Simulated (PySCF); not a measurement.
**NMR data sheet: C₅H₁₀N₂Si₂**

* Formula: C5H10N2Si2
* SMILES: N[Si@H]([SiH3])c1ccccn1
* Point group of the computed structure: C1
* Degrees of unsaturation: 4
* Carbon signals: 5
* Proton signals: 7

Atoms are numbered as in `[NH2:1][Si@H:2]([SiH3:3])[c:4]1[cH:5][cH:6][cH:7][cH:8][n:9]1` (H(Xn): hydrogen on atom n).

One computed conformer, in vacuum, one averaged value for each set of equivalent atoms, non-relativistic. PBE0-D3(BJ)/def2-SVP structure; GIAO PBE0/pcSseg-1 shieldings; PySCF 2.14.0 with density-fitted response routines.

References, each an isolated molecule treated in the same way: ¹H (σref 31.27), ¹³C (σref 184.41), ²⁹Si (σref 351.99) vs TMS; NH3 for ¹⁵N (σref 265.67).

| carbon | δC, type | δH (multiplicity) | HMBC from (2–3 bonds) | span of the C tensor (ppm) |
| --- | --- | --- | --- | --- |
| C4 | 173.0, C | – | H(C8), H(C5), H(C6), H(Si2), H(Si3) | 239 |
| C5 | 135.8, CH | 8.12 (d) | H(C6), H(C7), H(Si2) | 255 |
| C6 | 139.5, CH | 7.70 (m) | H(C8), H(C5), H(C7) | 251 |
| C7 | 128.4, CH | 7.15 (m) | H(C8), H(C5), H(C6) | 231 |
| C8 | 155.3, CH | 8.80 (d) | H(C6), H(C7) | 230 |

Other nuclei:
```csv
atoms,nucleus,environment,δ (ppm),σ (ppm)
H(Si2),¹H,"hydrogen on a silicon bonded to C, N, Si",5.50,25.76
H(Si3),¹H,hydrogen on a silicon bonded to Si,3.56,27.71
H(N1),¹H,hydrogen on a nitrogen bonded to Si,0.35,30.91
Si2,²⁹Si,"silicon bonded to C, N, Si, H",-24.2,376.2
Si3,²⁹Si,"silicon bonded to Si, 3 H",-106.5,458.5
N9,¹⁵N,pyridine-type ring nitrogen,378.2,-112.5
N1,¹⁵N,"nitrogen bonded to Si, 2 H",9.6,256.1
```

1. Carbon types of the structure: 1 × C, 4 × CH, leaving 6 H on heteroatoms.
2. δC 173.0: substituted aromatic carbon next to a ring nitrogen.
3. δC 155.3: aromatic CH next to a ring nitrogen; the adjacent pyridine-type nitrogen withdraws density from it.
4. δC 139.5, 135.8, 128.4: aromatic CH; the aromatic region.
5. δH 8.80: hydrogen on an aromatic CH next to a ring nitrogen; ring current plus the neighbouring ring nitrogen.
6. δH 8.12, 7.70, 7.15: hydrogen on an aromatic CH; ring-current deshielding.

OH/NH shifts are gas-phase values; hydrogen bonding in solution moves them, usually downfield. Shifts are as computed. Against solution values, carbons near 30 ppm lie about +2 ppm off and those near 130 ppm about +5 ppm. Of 1309 compounds with measured shifts, 239 miss one by over three times the rms of a fit or turn the order of signals round; such compounds aren't used in these exercises. Experimental scales use liquid or dissolved standards, which lie at an offset from isolated NH3 (liquid NH3: subtract about 20 ppm). Unscaled 15N shifts of sp2 nitrogen come out 20 to 40 ppm too high even then. No couplings were computed; multiplicities are counted from neighbouring protons, with m where these are inequivalent, close in shift, in a saturated or five-membered ring or joined by F or P, and br s for small geminal =CH2 splittings.
